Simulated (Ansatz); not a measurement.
The same path of a periodic cell of 19 atoms, PtC$_{18}$ (surface graphene monolayer, adsorbate Pt) was run twice with different band settings. Lost on the way: C10–Pt19, C17–Pt19. Made: C5–Pt19, C16–Pt19.

These are results of DFT PBE, scalar-relativistic, plane waves, PAW in Ansatz 0.2.0, not measurements. Settings: cutoff 420 eV, k mesh 2x2x1, gaussian smearing 0.02 eV, no spin polarisation.

Relaxed end points:

```xyz
19
Lattice="7.3980 0.0000 0.0000 -3.6990 6.4069 0.0000 0.0000 0.0000 12.0000" Properties=species:S:1:pos:R:3
C 0.001 -0.037 0.968
C 1.235 0.683 0.966
C -1.231 2.098 0.938
C -0.001 2.817 0.957
C -2.461 4.236 0.958
C -1.231 4.955 0.938
C 2.468 -0.035 0.964
C 3.700 0.683 0.968
C 1.220 2.085 1.027
C 2.468 2.795 1.200
C -0.001 4.236 0.958
C 1.220 4.968 1.029
C 4.934 -0.037 0.969
C 6.167 0.681 0.966
C 3.716 2.085 1.028
C 4.936 2.817 0.957
C 2.468 4.257 1.201
C 3.715 4.968 1.030
Pt 2.470 3.525 3.156
```

```xyz
19
Lattice="7.3980 0.0000 0.0000 -3.6990 6.4069 0.0000 0.0000 0.0000 12.0000" Properties=species:S:1:pos:R:3
C 0.002 -0.037 0.969
C 1.235 0.681 0.966
C -1.216 2.085 1.028
C 0.004 2.817 0.957
C -2.464 4.257 1.201
C -1.217 4.968 1.030
C 2.467 -0.037 0.968
C 3.701 0.683 0.966
C 1.235 2.098 0.938
C 2.465 2.817 0.957
C 0.005 4.236 0.958
C 1.235 4.955 0.938
C 4.934 -0.035 0.964
C 6.166 0.683 0.968
C 3.686 2.085 1.027
C 4.934 2.795 1.200
C 2.465 4.236 0.958
C 3.686 4.968 1.029
Pt 4.936 3.525 3.156
```

Common settings: climbing image yes; force threshold 0.05 eV/Å; end points relaxed.

| run | movable images | spring | optimiser | start path | iteration limit |
| --- | --- | --- | --- | --- | --- |
| 1 | 5 | 5.0 eV/Å² | quadratic models (default) | IDPP | 38 |
| 2 | 3 | 0.05 eV/Å² | fire | default | 50 |

Task: What does each run give, and how far can it be trusted?

Result: Run 1: converged after 10 iterations, highest image 0.179 eV above the first end. The profile has 3 maxima (images 1, 3, 5) with wells between them (images 2, 4): this band takes more than one step, which may be the mechanism or a detour left from its start path. By the program's own check the climbing image is of a kind that is not told: the force calls were inconclusive, a negative curvature could not be distinguished from the path's own, the only one lies far off the path, or fixed occupations may fill a level only in part (lowest curvatures found: -2.29 and 1.27 eV/Å²).
Run 2: converged after 33 iterations, highest image 0.837 eV above the first end. The order of the stationary point at the top wasn't checked. Another band between the same ends, with other settings, climbed to 0.18 eV only, so this may not be the lowest route.
Limits of this set-up: coarse k mesh, slab without dipole correction.
